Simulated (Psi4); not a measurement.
Intermolecular potential of H2O ··· CH2O (SMILES O and C=O). Monomers: optimised at B3LYP-D3(BJ) (def2-TZVP), held rigid. Orientation: lowest of the rigid-body minima from ten starts at GFN2-xTB. Only R, the distance of the centres of mass, is varied, so the lowest point isn't the relaxed dimer.

Method: SAPT0/jun-cc-pVDZ, frozen core (Psi4).

Components in kcal/mol:

| R / Å | electrostatics | exchange | induction | dispersion | total |
|---|---|---|---|---|---|
| 2.54 | -29.71 | 59.16 | -16.27 | -6.51 | 6.68 |
| 2.81 | -15.95 | 22.98 | -6.48 | -3.32 | -2.78 |
| 2.98 | -11.21 | 12.52 | -3.69 | -2.22 | -4.60 |
| 3.17 | -7.93 | 6.30 | -2.01 | -1.44 | -5.08 |
| 3.40 | -5.55 | 2.72 | -1.00 | -0.88 | -4.71 |
| 3.61 | -4.19 | 1.25 | -0.56 | -0.57 | -4.07 |
| 3.86 | -3.12 | 0.49 | -0.29 | -0.36 | -3.28 |
| 4.15 | -2.33 | 0.17 | -0.15 | -0.21 | -2.52 |
| 4.70 | -1.46 | 0.02 | -0.05 | -0.09 | -1.59 |
| 5.40 | -0.90 | 0.00 | -0.02 | -0.04 | -0.95 |
| 6.34 | -0.52 | 0.00 | -0.01 | -0.01 | -0.54 |
| 7.63 | -0.28 | 0.00 | 0.00 | 0.00 | -0.29 |
